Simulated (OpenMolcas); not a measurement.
Os6+ (d2) among equal point charges was computed by CASSCF with the d shell active (OpenMolcas, ANO-RCC-VDZP on the metal). Its lowest spin-free states, and all those of the highest spin:

```
2S+1  Degeneracy  E (cm-1)
   3           2       0.0
   3           1     327.0
   3           2      7152
   3           1      8777
   1           1     12795
   1           2     13255
   1           2     14576
   3           1     15393
   3           2     19570
   1           2     23062
   1           1     23699
   3           1     24619
```

**Question.** Is the site octahedral, tetrahedral or cube-like, axial, or of lower symmetry?

**Answer.** The states with 2S+1 = 3 have orbital degeneracies 2, 1, 2, 1, 1, 2, 1. There are pairs but no triples, so the site is axial: not cubic, but with a proper or improper axis of order three or more. The run had Os6+ among 6 point charges of -1 e arranged as a trigonal antiprism (D3d), 1.72 Å from the ion, with a polar angle of 59.1° against the regular 54.74°.

Spin-orbit coupling mixes the spin-free states strongly: the lowest level takes only 46 % from its leading state, 3E. An orbital doublet at a regular site is open to a Jahn-Teller distortion, which this geometry leaves out. Without dynamic correlation the repulsion within the d shell is too large (B by tens of per cent), so at a given field states of lower spin stand too high. Point charges carry no covalency, so the field is a model and not that of real ligands. No measured value stands beside these numbers.
